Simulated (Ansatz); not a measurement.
Wavefunction ladder for BH8NOSi2, SMILES `OB([SiH3])N[SiH3]`

Cartesian coordinates in Å:
```
O 1.640 0.089 -0.139
B 0.347 -0.369 -0.064
Si -0.145 -2.339 -0.195
N -0.638 0.626 0.113
Si -0.322 2.340 0.237
H 2.303 -0.590 -0.258
H -1.618 -2.541 -0.083
H 0.510 -3.135 0.883
H 0.301 -2.924 -1.493
H -1.599 0.330 0.172
H 0.540 2.650 1.404
H -1.643 2.998 0.414
H 0.325 2.864 -0.991
```

Charge 0, multiplicity 1. Geometry: relaxed with PBE0-D4/def2-TZVP. It is one conformer, not always the lowest. Frozen core, restricted reference, Ansatz 0.2.0. CBS rows extrapolate triple and quadruple zeta; past MP2 they add the triple-zeta difference.

```json
{"basis": "def2-TZVPP", "HF (Eh)": "-736.71891", "MP2 corr.": "-0.80267"}
{"basis": "def2-QZVPP", "HF (Eh)": "-736.74475", "MP2 corr.": "-0.86212"}
```

Estimate the CCSD correlation energy and the (T) correction in each basis where they were run (hartree).


| basis | CCSD corr. | (T) |
| --- | --- | --- |
| def2-TZVPP | -0.85953 | -0.03165 |
| CBS(def2) | -0.96301 | as TZ |
